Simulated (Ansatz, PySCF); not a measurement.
C₄H₇Cl, SMILES C1C(Cl)(C)C1. Atoms are numbered in the order given.

```xyz
12

C      1.2444    -1.0277     0.5792
C      0.0512    -0.2897     0.0440
Cl     0.3143     1.4685    -0.0027
C     -1.3411    -0.7437     0.3448
C     -0.7887    -0.8635    -1.0516
H      1.4751    -0.7041     1.6052
H      1.0440    -2.1097     0.5931
H      2.1292    -0.8464    -0.0491
H     -2.0932     0.0265     0.5287
H     -1.4561    -1.6500     0.9468
H     -1.1687    -0.1740    -1.8086
H     -0.5164    -1.8537    -1.4287
```

The structure is a stationary point at PBE0-D3(BJ)/def2-SVP.

Two levels are set side by side: PBE-D3(BJ)/def2-SVP (Ansatz, a program for electronic structure) and PBE0-D3(BJ)/def2-SVP (Ansatz). Each level has its own optimised geometry; the coordinates shown are those of the second. Frequencies come from the Hessian of PySCF at each geometry. Differences are taken from unrounded values.

```tsv
quantity	PBE0-D3(BJ)
mean bond length (Å)	1.287
bond C1–C2 (Å)	1.502
bond C2–Cl3 (Å)	1.778
bond C2–C4 (Å)	1.495
bond C2–C5 (Å)	1.495
bond C4–C5 (Å)	1.506
bond C1–H6 (Å)	1.100
bond C1–H7 (Å)	1.100
bond C1–H8 (Å)	1.100
bond C4–H9 (Å)	1.092
bond C4–H10 (Å)	1.094
bond C5–H11 (Å)	1.092
bond C5–H12 (Å)	1.094
highest harmonic wavenumber (cm⁻¹)	3260
mean harmonic wavenumber (cm⁻¹)	1469
zero-point energy (kcal/mol)	62.99
```

Problem. What does PBE-D3(BJ) give, and how far is it from PBE0-D3(BJ)? (Estimate from the structure and the level; the computed values follow.)

Solution. 
| quantity | PBE-D3(BJ) | PBE-D3(BJ) minus PBE0-D3(BJ) |
|---|---|---|
| mean bond length (Å) | 1.297 | 0.010 |
| bond C1–C2 (Å) | 1.509 | 0.008 |
| bond C2–Cl3 (Å) | 1.797 | 0.018 |
| bond C2–C4 (Å) | 1.506 | 0.011 |
| bond C2–C5 (Å) | 1.506 | 0.011 |
| bond C4–C5 (Å) | 1.518 | 0.012 |
| bond C1–H6 (Å) | 1.108 | 0.008 |
| bond C1–H7 (Å) | 1.109 | 0.008 |
| bond C1–H8 (Å) | 1.108 | 0.008 |
| bond C4–H9 (Å) | 1.100 | 0.008 |
| bond C4–H10 (Å) | 1.102 | 0.008 |
| bond C5–H11 (Å) | 1.100 | 0.008 |
| bond C5–H12 (Å) | 1.102 | 0.008 |
| highest harmonic wavenumber (cm⁻¹) | 3168 | -92 |
| mean harmonic wavenumber (cm⁻¹) | 1419 | -50 |
| zero-point energy (kcal/mol) | 60.85 | -2.14 |

GGA bonds tend to be longer and softer than those of functionals with exact exchange. Differences between two approximate levels are no errors against the true value.
